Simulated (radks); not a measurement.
All-electron atom: Ir76+ in 1s1.

Calculated with a radial shooting solver on a logarithmic mesh with Libxc functionals: Dirac Kohn-Sham, PBE, spin-unpolarised, spherical densities, finite nucleus; Fermi nuclear charge, rms radius 5.4032 fm.

Energy parts (eV):
total: -88128.20
kinetic: 106340.10
electron-nucleus: -194596.64
Hartree: 749.56
exchange-correlation: -621.22

Orbitals (lengths in bohr, moments of r in powers of bohr; r(max) is where P^2 peaks):
orbital  occ.  eigenvalue (eV)      <r^2>       <r^4>      <r>   r(max)  small-component weight
1s1/2       1        -87538.76  0.0004106   4.579e-07  0.01727  0.01075                8.62e-02
2s1/2       0        -22200.55   0.005619  0.00005409  0.06868  0.05993                2.19e-02
2p1/2       0        -22145.68   0.003850  0.00002994  0.05575  0.04351                2.18e-02
2p3/2       0        -20193.69   0.004830  0.00004430  0.06326  0.05016                1.99e-02

The highest occupied level is 1s1/2 at -87539 eV. The density falls to 0.001 e/bohr^3 at r = 0.12 bohr. The electron density at the nucleus is 7.688e+05 e/bohr^3. For comparison, the ionisation energy in NIST's Atomic Spectra Database is 88114 eV (theoretical). In exact Kohn-Sham theory the highest level is minus the ionisation energy, but local and semilocal functionals leave it too shallow, through self-interaction and a potential that decays too fast; potentials with the right tail come closer. Summed over all electrons, <r^2> = 0.0004106 bohr^2, which gives a Langevin (diamagnetic) susceptibility term of -0.000325 x 10^-6 cm^3/mol.

Beside tabulated values, note that spin-unpolarised runs miss the spin-polarisation part of the exchange energy of open shells.
